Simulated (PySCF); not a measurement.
C2H3BF2O, SMILES C(=C\F)/B(O)F.

Geometry: PBE0-D3(BJ)/def2-SVP. The structure was generated by enumeration; whether it is a known compound was not checked. One conformer was computed; it need not be the lowest.

Method: PBE0-D3(BJ)/def2-SVP run with PySCF.

Frequencies are harmonic and unscaled.

```csv
mode,ν (cm⁻¹),IR (km/mol),Raman (Å⁴/amu),depolarisation,moving atoms (share of kinetic energy)
1,100,0.3,3.3,0.75,"C 46 %, H 25 %, O 19 %"
2,147,5.5,0.3,0.52,"F 61 %, C 20 %, O 9 %"
3,217,8.7,1.3,0.75,"C 44 %, F 31 %, H 23 %"
4,374,6.8,2.5,0.39,"F 44 %, O 32 %, C 12 %, H 10 %"
5,428,2.1,0.3,0.72,"C 42 %, F 31 %, H 13 %, O 9 %"
6,547,84.4,1.4,0.75,H 89 %
7,576,10.4,2.9,0.29,"F 34 %, O 33 %, B 18 %, C 11 %"
8,659,37.9,0.6,0.75,"B 75 %, C 8 %"
9,862,2.9,3.9,0.26,"C 38 %, F 27 %, H 23 %, O 11 %"
10,874,42.5,4.8,0.75,"H 53 %, C 43 %"
11,982,132.8,3.5,0.68,"H 80 %, O 8 %"
12,990,32.0,1.3,0.75,"H 85 %, C 15 %"
13,1171,246.3,1.2,0.56,"H 35 %, C 31 %, F 19 %, O 9 %"
14,1229,57.9,3.1,0.16,"C 42 %, H 39 %, F 18 %"
15,1340,3.5,10.8,0.45,"H 84 %, C 15 %"
16,1392,309.3,6.7,0.49,"B 63 %, C 15 %, F 11 %"
17,1471,242.8,1.2,0.42,"B 70 %, O 17 %"
18,1743,353.3,36.7,0.14,C 90 %
19,3193,0.5,72.0,0.29,"H 92 %, C 8 %"
20,3219,2.7,69.0,0.28,"H 91 %, C 9 %"
21,3939,98.5,58.3,0.27,H 94 %
```
